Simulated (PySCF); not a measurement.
Vertical excitations of a molecule C4H6F2 from TDDFT-PBE/def2-SVPD (PySCF), as energy in eV (oscillator strength): 6.71 (0.093), 6.84 (0.039), 7.01 (0.250), 7.36 (0.031), 7.57 (0.039), 7.70 (0.004), 8.09 (0.006), 8.12 (0.019), 8.14 (0.013), 8.40 (0.002). Lowest triplet (TDA): 4.41 eV. Geometry: PBE0-D3(BJ)/def2-SVP. Other conformers were not sampled.

### Question
Pick the molecule that these values belong to.
A. FC1(F)CCC1
B. FC(F)C1CC1
C. C=CCC(F)F
D. C/C=C/C(F)F

### Answer
D, C/C=C/C(F)F
